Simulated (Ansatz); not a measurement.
Start from `FC[SiH2]O[SiH3]` and change one atom or group to get `CC[SiH2]O[SiH3]`.

Ansatz, PBE0-D4/def2-TZVP geometries, multiplicity 1. Each molecule was computed in one conformer, which needn't be the lowest.

| property | `FC[SiH2]O[SiH3]` |
| --- | --- |
| LUMO energy (PBE/def2-TZVPP) / eV | -1.02 |
| HOMO energy (PBE/def2-TZVPP) / eV | -6.91 |
| LUMO energy (ωB97M-V/def2-TZVPP) / eV | 1.59 |
| HOMO–LUMO gap (PBE/def2-TZVPP) / eV | 5.90 |
| HOMO energy (B3LYP/def2-TZVPP) / eV | -8.18 |
| size of the dipole moment (ωB97M-V/def2-TZVPP) / D | 1.30 |

Q: What does the change do to each property? (Best estimate.)

A: Ansatz gave: 
```
                                          property  `CC[SiH2]O[SiH3]`  shift
                 LUMO energy (PBE/def2-TZVPP) / eV              -0.81   0.21
                 HOMO energy (PBE/def2-TZVPP) / eV              -6.84   0.07
             LUMO energy (ωB97M-V/def2-TZVPP) / eV               1.73   0.14
               HOMO–LUMO gap (PBE/def2-TZVPP) / eV               6.03   0.13
               HOMO energy (B3LYP/def2-TZVPP) / eV              -7.98   0.20
size of the dipole moment (ωB97M-V/def2-TZVPP) / D               1.04  -0.26
```

Dipoles are sizes alone; their direction can turn.

B3LYP here is the variant with VWN-RPA as its local correlation; programs differ in this.
